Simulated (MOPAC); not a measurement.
MOPAC input (PM6):

```
PM6 PRECISE GNORM=0.05 LET XYZ GEO-OK AUX(PRECISION=9) THREADS=1
F3Ga

Ga   -0.00000000 1   -0.00000000 1    0.00000000 1
F    -1.47532100 1   -0.91056700 1    0.00813000 1
F     0.01675000 1    1.61779300 1   -0.62308600 1
F     1.45857100 1   -0.70722600 1    0.61495600 1
```

Output:

```
 *******************************************************************************
 **                                                                           **
 **                              MOPAC v23.2.5                                **
 **                                                                           **
 *******************************************************************************
 ** MOPAC's Digital Object Identifier: https://doi.org/10.5281/zenodo.6511958 **
 **                                                                           **
 ** Please cite the open-source release paper for use of this MOPAC version:  **
 ** J. E. Moussa and J. J. P. Stewart (2026)                                  **
 ** MOPAC: An open-source semiempirical molecular orbital program             **
 ** J. Open Source Softw., 11(119), 8025, https://doi.org/10.21105/joss.08025 **
 *******************************************************************************

                              PM6 CALCULATION RESULTS

 *******************************************************************************
 *  PM6        - The PM6 Hamiltonian to be used
 *  GEO-OK     - OVERRIDE INTERATOMIC DISTANCE AND OTHER SAFETY CHECKS
 *  LET        - OVERRIDE SOME SAFETY CHECKS
 *  PRECISE    - TIGHTER CRITERIA TO BE USED
 *  XYZ        - CARTESIAN COORDINATE SYSTEM TO BE USED
 *  GNORM      - EXIT WHEN GRADIENT NORM DROPS BELOW 0.050
 *  AUX        - OUTPUT AUXILIARY INFORMATION
 *******************************************************************************
PM6 PRECISE GNORM=0.05 LET XYZ GEO-OK AUX(PRECISION=9) THREADS=1
 F3Ga

   ATOM   CHEMICAL          X               Y               Z
  NUMBER   SYMBOL      (ANGSTROMS)     (ANGSTROMS)     (ANGSTROMS)

     1      Ga         -0.00000000  *  -0.00000000  *   0.00000000  *
     2       F         -1.47532100  *  -0.91056700  *   0.00813000  *
     3       F          0.01675000  *   1.61779300  *  -0.62308600  *
     4       F          1.45857100  *  -0.70722600  *   0.61495600  *

          CARTESIAN COORDINATES

    NO.       ATOM           X           Y           Z

     1        Ga         -0.0000     -0.0000      0.0000
     2         F         -1.4753     -0.9106      0.0081
     3         F          0.0168      1.6178     -0.6231
     4         F          1.4586     -0.7072      0.6150

 General Reference for PM6:
 "Optimization of Parameters for Semiempirical Methods V: Modification of NDDO Approximations
 and Application to 70 Elements", J. J. P. Stewart, J. Mol. Mod., 13, 1173-1213 (2007)
 URL: https://link.springer.com/article/10.1007/s00894-007-0233-4

           Empirical Formula: Ga F3  =     4 atoms

      MOLECULAR POINT GROUP   :   D3h

      RHF CALCULATION, NO. OF DOUBLY OCCUPIED LEVELS = 12

          Geometry optimization using EF

          DIAGONAL MATRIX USED AS START HESSIAN

 CYCLE:     1  GRAD.:     6.353 HEAT: -188.7969
 CYCLE:     2  GRAD.:    17.854 HEAT: -188.6190
 CYCLE:     3  GRAD.:     0.174 HEAT: -188.8242
 CYCLE:     4  GRAD.:     0.029 HEAT: -188.8242

     GRADIENT =  0.02894 IS LESS THAN CUTOFF =  0.05000

 -------------------------------------------------------------------------------
 PM6 PRECISE GNORM=0.05 LET XYZ GEO-OK AUX(PRECISION=9) THREADS=1
 F3Ga

     GEOMETRY OPTIMISED USING EIGENVECTOR FOLLOWING (EF).
     SCF FIELD WAS ACHIEVED

                              PM6 CALCULATION
                                                       MOPAC v23.2.5 Linux

          FINAL HEAT OF FORMATION =       -188.82418 KCAL/MOL =    -790.04036 KJ/MOL

          COSMO AREA              =         92.83 SQUARE ANGSTROMS
          COSMO VOLUME            =         73.99 CUBIC ANGSTROMS

          GRADIENT NORM           =          0.02894          =       0.01447 PER ATOM
          IONIZATION POTENTIAL    =         14.502732 EV
          HOMO LUMO ENERGIES (EV) =        -14.503 -2.223
          NO. OF FILLED LEVELS    =         12
          MOLECULAR WEIGHT        =        126.7302         POINT GROUP:  D3h

          MOLECULAR DIMENSIONS (Angstroms)

            Atom       Atom       Distance
            F     4    F     3     2.99433
            F     3    F     2     2.59315
           Ga     1    F     4     0.00000

          SCF CALCULATIONS        =          5

   ATOM   CHEMICAL          X               Y               Z
  NUMBER   SYMBOL      (ANGSTROMS)     (ANGSTROMS)     (ANGSTROMS)

     1      Ga         -0.00000937  *   0.00000046  *  -0.00000264  *
     2       F         -1.47110712  *  -0.90796668  *   0.00810714  *
     3       F          0.01670406  *   1.61317801  *  -0.62130795  *
     4       F          1.45442101  *  -0.70521221  *   0.61320587  *

                             CARTESIAN COORDINATES

   1   Ga       -0.000009371     0.000000461    -0.000002642
   2    F       -1.471107118    -0.907966679     0.008107141
   3    F        0.016704062     1.613178010    -0.621307951
   4    F        1.454421011    -0.705212214     0.613205872

           Empirical Formula: Ga F3  =     4 atoms

      MOLECULAR POINT GROUP   :   D3h

                  EIGENVALUES
 -41.48242 -41.48225 -40.83376 -19.39282 -16.99904 -16.93426 -16.93415 -16.33662
 -16.17408 -16.17400 -14.50285 -14.50273  -2.22336  -0.90733   1.78503   1.78509

              NET ATOMIC CHARGES AND DIPOLE CONTRIBUTIONS

  ATOM NO.   TYPE          CHARGE      No. of ELECS.   s-Pop       p-Pop
    1         Ga           0.756644        2.2434     1.12865     1.11471
    2          F          -0.252211        7.2522     1.96664     5.28557
    3          F          -0.252214        7.2522     1.96664     5.28557
    4          F          -0.252219        7.2522     1.96664     5.28558
 DIPOLE           X         Y         Z       TOTAL
 POINT-CHG.    -0.000     0.000    -0.000     0.000
 HYBRID        -0.000     0.000    -0.000     0.000
 SUM           -0.000     0.000    -0.000     0.000

          ATOMIC ORBITAL ELECTRON POPULATIONS

     Atom    s        px        py        pz
    1 Ga   1.12865   0.47108   0.44367   0.19996
    2  F   1.96664   1.52509   1.80318   1.95731
    3  F   1.96664   1.97756   1.43141   1.87660
    4  F   1.96664   1.53530   1.87158   1.87870

 **********************
 *                    *
 * JOB ENDED NORMALLY *
 *                    *
 **********************

 == MOPAC DONE ==
```

The geometry given is a B3LYP-D3(BJ)/def2-TZVP minimum.
